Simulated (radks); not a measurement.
Sc III, configuration [Ar] 3d1.

All-electron calculation, non-relativistic Kohn-Sham, XLYP, spin-unpolarised, spherical densities, point nucleus. Program: a radial shooting solver on a logarithmic mesh with Libxc functionals.

Energy parts (eV):
part                      energy
total                 -20683.163
kinetic                20665.007
electron-nucleus      -48659.817
Hartree                 8366.536
exchange-correlation   -1054.890

Orbitals (lengths in bohr, moments of r in powers of bohr):
orbital	occ.	eigenvalue (eV)	<r^4>	<1/r>	<r^2>	<r>
1s	2	-4389.482	0.0001353	20.54	0.007268	0.07358
2s	2	-485.1935	0.03545	4.249	0.1417	0.3462
2p	6	-403.5460	0.02859	4.184	0.1176	0.3085
3s	2	-69.6357	2.931	1.297	1.344	1.080
3p	6	-48.8287	4.460	1.175	1.597	1.165
3d	1	-18.1052	23.46	0.8370	3.204	1.585
4s	0	-16.2748	169.5	0.4248	10.70	3.084
4p	0	-12.2025	310.9	0.3659	14.42	3.573

The highest occupied level is 3d at -18.105 eV. Summed over all electrons, <r^2> = 16.48 bohr^2, which gives a Langevin (diamagnetic) susceptibility term of -13.1 x 10^-6 cm^3/mol. For comparison, the ionisation energy in NIST's Atomic Spectra Database is 24.757 eV (measured). In exact Kohn-Sham theory the highest level is minus the ionisation energy, but local and semilocal functionals leave it too shallow, through self-interaction and a potential that decays too fast; potentials with the right tail come closer. The electron density at the nucleus is 6191 e/bohr^3. The density falls to 0.001 e/bohr^3 at r = 3.13 bohr. Virial ratio -V/T = 2.00088.

Beside tabulated values, note that spin-unpolarised runs miss the spin-polarisation part of the exchange energy of open shells.
